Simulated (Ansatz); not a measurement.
A run for Ansatz (a quantum-chemistry and plane-wave program): R-CCSD(T)/aug-cc-pV(T+d)Z on H5NSi (SMILES N[SiH3]). Files ending in .json are basis or fitting sets from the Basis Set Exchange.

Ansatz 0.2 input:
```yaml
crystal:
  periodic: [false, false, false]
  atoms:
    - {symbol: N, position_ang: [0.90593369, -0.37906247, 0.20636349]}
    - {symbol: Si, position_ang: [-0.65187875, 0.32617678, -0.00569598]}
    - {symbol: H, position_ang: [1.67970761, -0.06614599, -0.35850819]}
    - {symbol: H, position_ang: [1.21718695, -0.64689002, 1.12679644]}
    - {symbol: H, position_ang: [-0.84033118, 1.67411415, 0.59908351]}
    - {symbol: H, position_ang: [-0.88567940, 0.45438891, -1.46268560]}
    - {symbol: H, position_ang: [-1.66176559, -0.56852935, 0.60476032]}
basis:
  gaussian:
    orbitals: aug-cc-pV_T+d_Z.json
magnetization: {spin_polarized: false}
correlation: {method: ccsd_t, electrons: outside_noble_gas}
scf: {lower_state_search: off}
```

Output:

```
WARN ansatz: RAYON_NUM_THREADS=1 ignored (pool sized by the plan → 1); use --threads N
Functional definition: HF
these checks for a lower state are left out or cut short: stability, starts, cluster_reference, orbital_swaps, neighbouring_geometries, increment
integrals: 1.04 GiB planned
1211 factors; integrals over basis functions are off by at most 1.3e-3 eV
mean field: 0.54 GiB planned
mean field evaluation 1: about -9422.1073 eV, gradient 3.5e1 eV
mean field evaluation 2: about -9422.1077 eV, gradient 3.5e1 eV
mean field evaluation 4: about -9424.7736 eV, gradient 2.6e0 eV
mean field evaluation 8: about -9424.8023 eV, gradient 4.2e-4 eV
mean field -9424.80228776 eV, -346.3550957147 hartree, gradient 1.5e-6 eV, S^2 0.000000; 0 other end points of the search recorded, 0 dependent functions left out
6 core orbitals not correlated
reference -9424.80228776 eV, -346.3550957147 hartree; 7, 7 occupied and 203, 203 virtual orbitals, 1211 factors
second order -9.77893938 eV of doubles, -0.00000000 eV of singles
coupled cluster: 1.24 GiB planned
cycle   1  -10.27194651 eV  change   -4.9e-1 eV  update   6.5e-2
cycle   2  -10.55874185 eV  change   -2.9e-1 eV  update   2.0e-2
cycle   3  -10.59581065 eV  change   -3.7e-2 eV  update   7.7e-3
cycle   4  -10.59164770 eV  change    4.2e-3 eV  update   2.0e-3
cycle   5  -10.59174060 eV  change   -9.3e-5 eV  update   7.9e-4
cycle   6  -10.59174543 eV  change   -4.8e-6 eV  update   2.1e-4
cycle   7  -10.59167289 eV  change    7.3e-5 eV  update   7.6e-5
cycle   8  -10.59166985 eV  change    3.0e-6 eV  update   3.1e-5
cycle   9  -10.59167375 eV  change   -3.9e-6 eV  update   1.3e-5
perturbative correction -0.35692287 eV, -0.0131166736 hartree
Total energy: -9435.75088438 eV, -346.7574492194 hartree
Checks for a lower state left out: stability, starts, cluster_reference, orbital_swaps, neighbouring_geometries, increment
```

The calculation finished and met its thresholds.

Cost: very roughly 2.6 core-minutes.
